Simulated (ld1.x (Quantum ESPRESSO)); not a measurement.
## Logarithmic derivatives: palladium (Pd), RRKJ

```
Element                 : Pd (Z = 46)
Generator               : ld1.x (Quantum ESPRESSO) 7.5
Type                    : norm-conserving RRKJ (Kleinman–Bylander form)
Functional              : PBE
Relativity              : scalar-relativistic
Frozen core             : [Kr]
Valence charge          : 10
Reference configuration : 4d10 5s0 5p0
Partial waves           : 5p (bound, empty): rc 4.20 bohr; 4d (bound): rc 2.15 bohr; 4f channel at -0.05 Ry: rc 4.05 bohr; 5s (bound, empty): rc 2.65 bohr
Local potential         : the s channel
Core correction         : none
```

The phase is arctan(r·u′/u) with u = r·R(r), unwrapped; energies in Ry, scanned from -2 to 5 Ry. A pole is an energy at which the radial function vanishes at the test radius. The pseudo phase is shifted by a multiple of π to meet the all-electron one at the reference energy, and phase errors are pseudo minus all-electron; the curves can meet again beyond the range given. Levels narrower than the energy grid can be missing from the lists of poles.

| channel | radius (bohr) | reference energy (Ry) | poles, all-electron | poles, pseudo | unbroken range about the reference energy with phases within 0.05 rad | phase error 1 Ry above the reference energy (rad) |
| --- | --- | --- | --- | --- | --- | --- |
| s | 4.55 | -0.24 | -0.02, 2.23 | -0.02, 2.11, 4.87 | below 0.8 | -0.041 |
| p | 4.55 | -0.02 | 0.48, 2.87 | 0.48, 2.70 | below 1.2 | -0.013 |
| d | 4.55 | -0.30 | -0.28, 1.42, 4.11 | -0.28, 1.50, 4.66 | below 0.4 | +0.072 |
| f | 4.55 | -0.05 | 1.68, 3.52 | 1.75, 4.62 | below 2.0 | +0.030 |

Phases in the p channel:

```json
{"E (Ry)": "-2.00", "all-electron": "1.411", "pseudo": "1.411"}
{"E (Ry)": "-1.76", "all-electron": "1.400", "pseudo": "1.400"}
{"E (Ry)": "-1.52", "all-electron": "1.386", "pseudo": "1.386"}
{"E (Ry)": "-1.28", "all-electron": "1.367", "pseudo": "1.367"}
{"E (Ry)": "-1.04", "all-electron": "1.342", "pseudo": "1.342"}
{"E (Ry)": "-0.80", "all-electron": "1.304", "pseudo": "1.304"}
{"E (Ry)": "-0.56", "all-electron": "1.239", "pseudo": "1.239"}
{"E (Ry)": "-0.32", "all-electron": "1.092", "pseudo": "1.091"}
{"E (Ry)": "-0.08", "all-electron": "0.444", "pseudo": "0.444"}
{"E (Ry)": "0.16", "all-electron": "-1.178", "pseudo": "-1.179"}
{"E (Ry)": "0.40", "all-electron": "-1.518", "pseudo": "-1.520"}
{"E (Ry)": "0.64", "all-electron": "-1.648", "pseudo": "-1.651"}
{"E (Ry)": "0.88", "all-electron": "-1.753", "pseudo": "-1.762"}
{"E (Ry)": "1.12", "all-electron": "-1.909", "pseudo": "-1.938"}
{"E (Ry)": "1.36", "all-electron": "-2.360", "pseudo": "-2.543"}
{"E (Ry)": "1.60", "all-electron": "-3.829", "pseudo": "-4.048"}
{"E (Ry)": "1.84", "all-electron": "-4.386", "pseudo": "-4.450"}
{"E (Ry)": "2.08", "all-electron": "-4.544", "pseudo": "-4.579"}
{"E (Ry)": "2.32", "all-electron": "-4.620", "pseudo": "-4.646"}
{"E (Ry)": "2.56", "all-electron": "-4.668", "pseudo": "-4.691"}
{"E (Ry)": "2.80", "all-electron": "-4.703", "pseudo": "-4.726"}
{"E (Ry)": "3.04", "all-electron": "-4.734", "pseudo": "-4.760"}
{"E (Ry)": "3.28", "all-electron": "-4.763", "pseudo": "-4.797"}
{"E (Ry)": "3.52", "all-electron": "-4.796", "pseudo": "-4.844"}
{"E (Ry)": "3.76", "all-electron": "-4.839", "pseudo": "-4.921"}
{"E (Ry)": "4.00", "all-electron": "-4.906", "pseudo": "-5.093"}
{"E (Ry)": "4.24", "all-electron": "-5.046", "pseudo": "-5.832"}
{"E (Ry)": "4.48", "all-electron": "-5.560", "pseudo": "-7.273"}
{"E (Ry)": "4.72", "all-electron": "-7.121", "pseudo": "-7.590"}
{"E (Ry)": "4.96", "all-electron": "-7.556", "pseudo": "-7.695"}
```
